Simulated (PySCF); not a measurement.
ClFSi, neutral, multiplicity 1. Atoms are numbered in the order given.

```xyz
3

Si     0.6468     0.6128     0.0000
F     -0.6866     1.5027     0.0000
Cl    -0.1691    -1.3002     0.0000
```

Geometry optimised at PBE0-D3(BJ)/def2-TZVP.

The numbers are results of PBE0/def2-TZVPD in PySCF, not measurements.

Mulliken values depend strongly on the basis, most of all with diffuse functions as here. ESP charges are fitted to the potential on shells at 1.4 to 2.0 van der Waals radii. Atomic charges (e):

| atom | IAO | ESP fit | Mulliken |
|---|---|---|---|
| Si1 | 0.81 | 0.23 | 0.44 |
| F2 | -0.52 | -0.14 | -0.21 |
| Cl3 | -0.30 | -0.09 | -0.23 |
